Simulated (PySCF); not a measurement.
Working with the constants of TiC

ωB97X constants of TiC, ¹Σ⁺ (singlet), closed shell (Ti x2c-TZVPPall, C x2c-TZVPPall; spin-free X2C with a Gaussian nucleus (PySCF 2.14); masses 47.9479 and 12.0000 u):

```
ωe              : 1108.9 cm⁻¹
ωexe            : 7.81 cm⁻¹
Be              : 0.72211 cm⁻¹
αe              : 0.00557 cm⁻¹
D (centrifugal) : 1.22e-06 cm⁻¹
```

(1) Estimate the standard entropy (1 bar) and heat capacity of the ideal gas at 500 K, rigid rotor with B0 and harmonic oscillator at the fundamental.

De is left out where the level can put another filling of the metal’s s and d shells below the measured ground configuration, by anything from nothing to about 1 eV.

## Answers

(1) Translation (Sackur–Tetrode, M = 59.95 u): 170.7 J/(mol K). Rotation: q = kT/(σB0) = 483 with σ = 1, 59.7. Vibration: x = hcν0/kT = 3.15, 1.54. S° = 231.9 J/(mol K); Cp = 7R/2 + 3.87 = 33.0 J/(mol K).
